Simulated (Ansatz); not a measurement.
Consider the formal hydrolysis of the Si–C bond: `B[SiH2][CH2][InH2]` + H₂O → `B[SiH2]O` + `[CH3][InH2]`.

Gas-phase electronic energies from Ansatz, PBE0-D4/def2-TZVP geometries. CCSD(T)/CBS adds triple-zeta CCSD(T) − MP2 to the extrapolated MP2 energy (def2 sets, frozen cores). This one scheme is used for every species. DFT in def2-TZVPP. B3LYP here is the variant with VWN-RPA as its local correlation; programs differ in this. Elements past krypton have def2 core potentials. For In outer-core shells are correlated without core-valence functions, which leaves a few kJ/mol of doubt a bond. Each species was taken in one conformer, which may not be the lowest.

`B[SiH2][CH2][InH2]`:

```xyz
12

B    -0.670    1.633   -0.621
Si   -1.167   -0.312   -0.567
C     0.308   -1.369   -0.138
In    1.573   -0.139    1.123
H     0.233    2.033    0.080
H    -1.236    2.484   -1.240
H    -2.130   -0.312    0.585
H    -1.929   -0.762   -1.769
H     0.873   -1.637   -1.033
H     0.002   -2.285    0.371
H     3.042    0.480    0.459
H     1.101    0.186    2.750
```

H₂O:

```xyz
3

O     0.296   -0.137    0.212
H    -0.186    0.683    0.343
H    -0.111   -0.546   -0.554
```

`B[SiH2]O`:

```xyz
8

B     0.174    1.311    0.392
Si   -0.114   -0.440   -0.540
O     0.325   -1.797    0.298
H     0.411    1.416    1.562
H     0.061    2.328   -0.231
H     0.648   -0.510   -1.815
H    -1.573   -0.463   -0.885
H     0.067   -1.847    1.219
```

`[CH3][InH2]`:

Z-matrix (Å, degrees):
```
C
In 1 2.153
H 1 1.091 2 110.7
H 1 1.090 2 111.6 3 122.1
H 1 1.093 2 109.1 3 -118.2
H 2 1.731 1 120.0 3 40.5
H 2 1.730 1 120.8 3 -140.1
```

CCSD(T)/CBS gives -61.5 kJ/mol.

**Question.** Another level gave -68.4 kJ/mol. Which?
A. B3LYP/def2-TZVPP
B. SCS-MP2/def2-TZVPP
C. PBE0-D4/def2-TZVPP
D. CCSD(T)/def2-TZVPP

**Answer.** D. CCSD(T)/def2-TZVPP -68.4, B3LYP -89.4, SCS-MP2/def2-TZVPP -75.3, PBE0-D4 -64.3 kJ/mol.

Largest T1 diagnostic among the species: 0.013.

The D4 term adds +12.2 kJ/mol with B3LYP and +6.8 kJ/mol with PBE0; it sums over pairs of atoms, weighted by their polarisabilities, and B3LYP, whose exchange is more repulsive, gets the larger term. In def2-TZVPP, CCSD(T) changes the Hartree–Fock value by +34.3 kJ/mol (the triples alone add +5.0 kJ/mol) and MP2 by +35.3 kJ/mol.
